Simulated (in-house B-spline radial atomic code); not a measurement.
A fraction x of an electron is removed from 3d in Cr³⁺, starting from [Ar] 3d3 and keeping the highest spin. Level of theory: non-relativistic BHandHLYP, spin-polarised, spherical fractional occupations, point nucleus; calculated with a radial B-spline atomic code at the basis-set limit.

Caution: exact exchange at fractional occupations of open shells leaves self-interaction of up to several eV.

```
   x  E(x) - E(0) (eV)  3d up level (eV)
   0            0.0000           -41.788
0.04            1.6841           -42.419
0.24           10.4870           -45.621
0.25           10.9440           -45.783
0.38           17.0333           -47.903
 0.5           22.9004           -49.886
0.57           26.4332           -51.054
0.64           30.0481           -52.230
0.79           38.0731           -54.777
0.98           48.7911           -58.054
   1           49.9557           -58.403
```

The exact functional would give a straight line between the two integer points. Deviations E(x) - E(0) - x[E(1) - E(0)], in eV: -0.314 at x = 0.04, -1.502 at x = 0.24, -1.545 at x = 0.25, -1.95 at x = 0.38, -2.077 at x = 0.5, -2.042 at x = 0.57, -1.924 at x = 0.64, -1.392 at x = 0.79, -0.165 at x = 0.98.

The curve lies below the straight line by up to 2.077 eV (at x = 0.5): convex, the delocalisation error, to which spherically averaged exact exchange adds.

Question: How well does Slater's transition state (minus the level at half occupation) give the ionisation energy?

Answer: It gives 49.886 eV against 49.956 eV from the two total energies; NIST lists 49.16 eV, ground level to ground level. The end point has an open shell averaged over its orbitals, so its exact exchange keeps a self-interaction and this is no true integer point.
